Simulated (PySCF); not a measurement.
# Telling isomers of C$_{6}$H$_{13}$PSi apart by NMR

PySCF calculation with GFN2-xTB structure and σ from GIAO-PBE0/pcSseg-1; single conformer, gas phase, no relativistic terms, rapidly exchanging positions averaged.

References, each an isolated molecule treated in the same way: 1H and 13C against TMS. Splittings of carbon signals by F and P are missing where no couplings were computed. Where no couplings were computed, multiplicities follow the n + 1 count of equivalent neighbours, and m marks all less simple cases (inequivalent or close neighbours, rings, F or P nearby). Shifts are as computed. Against solution values, carbons near 30 ppm lie about +3 ppm off and those near 130 ppm about +5 ppm. Of 1211 compounds with measured shifts, 218 miss one by over three times the rms of a fit or turn the order of signals round; such compounds aren't used in these exercises.

(1) Tabulate the signals of `C=CP1CC[SiH2]CC1`, `C/C([SiH3])=P/C1CCC1` and their relative energies.

(2) What is the quickest way to tell C=CP1CC[SiH2]CC1 from C/C([SiH3])=P/C1CCC1?

## Answers

(1) 
```tsv
SMILES	carbon types	δC	δH	E rel. (kcal/mol)
C=CP1CC[SiH2]CC1	1×CH 5×CH2	153.0, 134.3, 33.3, 8.9	6.63 (m, 1H), 6.12 (m, 1H), 5.77 (m, 1H), 4.04 (m, 2H), 1.89 (m, 4H), 1.16 (m, 4H)	0.0
C/C([SiH3])=P/C1CCC1	1×C 1×CH 3×CH2 1×CH3	212.2, 38.9, 33.9, 27.9, 19.5	4.27 (m, 3H), 3.20 (m, 1H), 2.69 (m, 3H), 2.44 (m, 2H), 2.21 (m, 2H), 2.21 (m, 1H), 2.05 (m, 1H)	27.5
```

Energies are electronic energies at PBE0/pcSseg-1 on these geometries, without zero-point or thermal terms, each for the one conformer computed, which needn't be the lowest.

(2) Count the carbon signals: 4 against 5. The first has an alkene CH at 153.0 ppm, the second a carbon double-bonded to a heavier main-group atom (C) at 212.2 ppm. In the proton spectra the most deshielded non-exchanging signals are 6.63 (m, 1H) and 4.27 (m, 3H).
